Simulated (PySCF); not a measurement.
A structure optimised at r2SCAN-D4/def2-SVP, used in a PySCF frequency run:

```
C
C 1 1.3587
H 2 1.0980 1 123.58
Cl 1 1.7431 2 124.31 3 0.00
Si 2 1.8886 3 133.63 1 180.00
H 5 1.4949 2 115.03 3 -63.74
H 5 1.4949 6 108.70 2 -130.62
Si 1 1.8995 2 107.38 3 180.00
H 8 1.4935 1 114.16 2 -116.75
H 8 1.4935 9 109.13 1 129.08
```
Charge 0, spin multiplicity 1.

### Question
Write its SMILES, formula and point group.

### Answer
ClC1=C[SiH2][SiH2]1, C₂H₅ClSi₂, Cs

### Question
What are its rotational constants (standard atomic weights)?

### Answer
4.9036, 1.5184, 1.1920 GHz
